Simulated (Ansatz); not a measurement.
Gas-phase electronic energies from Ansatz, PBE0-D4/def2-TZVP geometries. CBS: MP2 limit from def2 TZ/QZ plus the TZ coupled-cluster correction, frozen cores. Functionals use def2-TZVPP. B3LYP here is the variant with VWN-RPA as its local correlation; programs differ in this. For Zn outer-core shells are correlated without core-valence functions, which leaves a few kJ/mol of doubt a bond. Scalar relativity is left out up to krypton. Each species was taken in one conformer, which may not be the lowest.

`C[SiH2]CCCl` + `[F][ZnH]` → `[F][Zn][CH2]Cl` + `C[SiH2]C`  (formal exchange of groups at a C–C bond)

```json
{"level": "r2SCAN-D4", "ΔE (kJ/mol)": "-14.7"}
{"level": "B3LYP-D4", "ΔE (kJ/mol)": "-12.8"}
{"level": "PBE", "ΔE (kJ/mol)": "-18.9"}
{"level": "r2SCAN", "ΔE (kJ/mol)": "-16.3"}
{"level": "B3LYP", "ΔE (kJ/mol)": "-19.6"}
{"level": "HF/def2-TZVPP", "ΔE (kJ/mol)": "-10.6"}
{"level": "SCS-MP2/def2-TZVPP", "ΔE (kJ/mol)": "-13.7"}
{"level": "HF/CBS(def2)", "ΔE (kJ/mol)": "-11.8"}
```

Problem. What does CCSD(T)/CBS give? (Best estimate.)

Solution. Ansatz gave: -16.4 kJ/mol. The listed levels differ from it by 1.7, 3.6, -2.5, 0.1, -3.2, 5.8, 2.7, 4.6 kJ/mol.

Largest T1 diagnostic among the species: 0.018.

The D4 term adds +6.8 kJ/mol with B3LYP and +4.1 kJ/mol with PBE0; it sums over pairs of atoms, weighted by their polarisabilities, and B3LYP, whose exchange is more repulsive, gets the larger term.
